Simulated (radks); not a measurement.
Results of a calculation; reference values are marked as such.
Spherical jellium clusters: N electrons in a uniform positive sphere of charge N and radius rs N^(1/3), rs = 2.43 bohr. Level of theory: non-relativistic Kohn-Sham, LDA (Slater exchange, Perdew-Wang correlation), spin-polarised, spherical densities (a radial shooting solver with Libxc functionals). Levels are named by radial order and angular momentum (1s, 1p, 1d, 2s, ...), and open shells are averaged over m.

N = 4, configuration 1s2 1p(up 2, down 0). This is the lowest configuration that the search found. Occupied and some empty levels:

| level | occupation | eigenvalue (eV) | <r> (bohr) |
|---|---|---|---|
| 1s up | 1 | -7.2932 | 2.941 |
| 1s down | 1 | -6.4301 | 2.922 |
| 1p up | 2 | -3.3328 | 4.169 |
| 1p down | 0 | -2.4748 | 4.365 |
| 2s up | 0 | -0.84235 | 7.456 |
| 2s down | 0 | -0.56027 | 8.380 |
| 1d up | 0 | -0.13379 | 7.439 |

Energy (eV): total -2.36738, kinetic 14.995, external -121.49, Hartree 55.516, exchange-correlation -19.108, background 67.722.
